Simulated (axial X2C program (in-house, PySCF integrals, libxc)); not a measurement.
## Spin–orbit effects along a row: molecules with Be, PBE0

Calculated with an axial X2C code built on PySCF integrals, spin-free (one-electron X2C) or two-component (2c: spin–orbit coupling with atomic mean-field Coulomb and Gaunt terms, which also bring small scalar terms), in Dyall basis sets with cores contracted in-house; open shells are unrestricted.

Basis sets: Be dyall-cv3z, Br dyall-cv3z, Ca dyall-cv3z, Co dyall-cv3z, Cu dyall-cv3z, Fe dyall-cv3z, Ge dyall-cv3z, Ni dyall-cv3z, Sc dyall-cv3z, Ti dyall-cv3z, V dyall-cv3z.

| molecule | spin-free state | Re (Å) | ωe (cm⁻¹) | De (eV) | 2c state | Re 2c (Å) | ωe 2c (cm⁻¹) | De 2c (eV) |
| --- | --- | --- | --- | --- | --- | --- | --- | --- |
| BeCa | M_S = 0, Λ = 0 | 3.344 | 166.3 | 0.24 | Ω = 0 | 3.345 | 166.2 | 0.24 |
| BeSc | M_S = 3/2, Λ = 0 | 2.413 | 411.2 | n/a | Ω = 3/2 | 2.414 | 410.7 | n/a |
| BeTi | M_S = 2, Λ = 2 | 2.462 | 353.9 | n/a | Ω = 4 | 2.463 | 353.2 | n/a |
| BeV | M_S = 5/2, Λ = 2 | 2.380 | 367.8 | n/a | Ω = 1/2 | 2.380 | 367.5 | n/a |
| BeFe | M_S = 2, Λ = 0 | 2.096 | 486.9 | 0.79 | Ω = 2 | 2.096 | 486.4 | n/a |
| BeCo | M_S = 3/2, Λ = 2 | 2.118 | 457.7 | 1.11 | Ω = 7/2 | 2.118 | 457.5 | n/a |
| BeNi | M_S = 1, Λ = 2 | 2.037 | 495.8 | 1.34 | Ω = 3 | 2.037 | 495.6 | n/a |
| BeCu | M_S = 1/2, Λ = 0 | 2.058 | 476.5 | 1.43 | Ω = 1/2 | 2.058 | 476.1 | 1.43 |
| BeGe | M_S = 1, Λ = 0 | 2.160 | 509.3 | 1.51 | Ω = 1 | 2.161 | 507.9 | n/a |
| BeBr | M_S = 1/2, Λ = 0 | 1.955 | 711.5 | 3.65 | Ω = 1/2 | 1.955 | 710.5 | 3.54 |

Each entry is the lowest single determinant of a limited PBE0 search at one distance. De goes to single-determinant-based atoms at the same level (for ions the charge split of lowest energy) and is withheld (n/a) where an atom does not fit its ground term or J level. Main or longest-lived isotopes. One determinant is a doubtful description, or other states lie close, for BeSc, BeTi, BeV, BeFe, BeCo, BeNi, BeGe; these need not be ground states, and all values refer to the states named. Some open-shell Ω = 0 determinants are out of reach, so the Ω given for BeTi, BeFe, BeGe need not be the lowest component. With several unpaired electrons the Ω given is that of one determinant, not necessarily of the lowest component. The functionals have no current term, which raises determinants with orbital currents.
